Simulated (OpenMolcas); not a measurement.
Co3+ among 5 point charges of -1.5 e arranged as a trigonal bipyramid (D3h). The axial distance is 1.09 times the equatorial one, R.

```
Program             : OpenMolcas 26.06
Method              : CASSCF
Basis               : ANO-RCC-VDZP [5s4p2d1f]
Scalar Hamiltonian  : DKH2, point nucleus
Active space        : 6 electrons in 5 orbitals (3d)
State averaging     : 2S+1 = 5 even, 5 roots; 2S+1 = 3 even, 45 roots; 2S+1 = 1 even, 50 roots
Spin-orbit coupling : state interaction with AMFI integrals over the reference wave functions
```

All point charges move together. At R = 1.76 Å the first state of the same spin is 1195 cm-1, and at R = 1.84 Å it is 996.4 cm-1.

Q: A third run gives 1603 cm-1. What distance was it run at?

A: With a power law R^-n the two known points give n = -ln(996.4 / 1195) / ln(1.84 / 1.76) = 4.09. Then R = 1.76 × (1195 / 1603)^(1/4.09) = 1.638 Å. The run was at 1.63 Å, so the estimate is off by +0.008 Å.

An orbital doublet at a regular site is open to a Jahn-Teller distortion, which this geometry leaves out. Without dynamic correlation the repulsion within the d shell is too large (B by tens of per cent), so at a given field states of lower spin stand too high. Point charges give a weaker field than real ligands, and real ions of this kind are often low spin; the high spin found here belongs to the model. The ground term spreads over less than 5000 cm-1, several times less than with real ligands, so orbital moments are less quenched and χT lies further from the spin-only value than at real sites (holds for R = 1.76; R = 1.84). This is an electrostatic model: the charges have no orbitals. No measured value stands beside these numbers.
